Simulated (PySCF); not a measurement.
## Computed properties of H2O2Pb, SMILES [OH][Pb][OH]

Pb(OH)2 (H2O2Pb), SMILES [OH][Pb][OH] (connectivity only; charge and spin as stated), neutral, multiplicity 1. The structure is a stationary point at B3LYP-D3(BJ)/def2-TZVP. The def2 effective core potentials stand for the cores of Pb; spin–orbit coupling is left out. The values are those of a single conformer. All values are computed for the isolated molecule unless a solvent is named; none is compared with measurement here.

**Structure.** The optimised structure has Cs symmetry. All 9 harmonic modes at B3LYP-D3(BJ)/def2-TZVP (PySCF) are real, so it is a minimum. With heavy atoms numbered as in [Pb:1]([OH:2])[OH:4], the shortest bond between them is Pb1–O2 at 2.090 Å and the longest Pb1–O4 at 2.113 Å.

**Vibrations.** The strongest infrared lines (harmonic, unscaled, degenerate partners summed) lie at 328 cm⁻¹ (139 km/mol, H 91 %, O 9 %), 508 cm⁻¹ (113 km/mol, O 89 %), 540 cm⁻¹ (85 km/mol, O 89 %). The softest mode is at 157 cm⁻¹ and the zero-point energy is 15.8 kcal/mol.

**Electronic structure.** HF/def2-TZVPD (PySCF) places the frontier levels at -10.56 and 0.28 eV, a gap of 10.84 eV, and gives a dipole moment of 4.11 D and a mean polarisability of 47.5 bohr³.

**Excitations.** TDDFT-M06-2X/def2-SVPD (PySCF) has S1 at 4.57 eV (271 nm, f = 0.045, weak); the most intense of the 10 singlets computed lies at 7.24 eV (f = 0.32). T1 (TDA) is at 3.73 eV. No vertical singlet excitation falls in the visible range (under 3.1 eV).
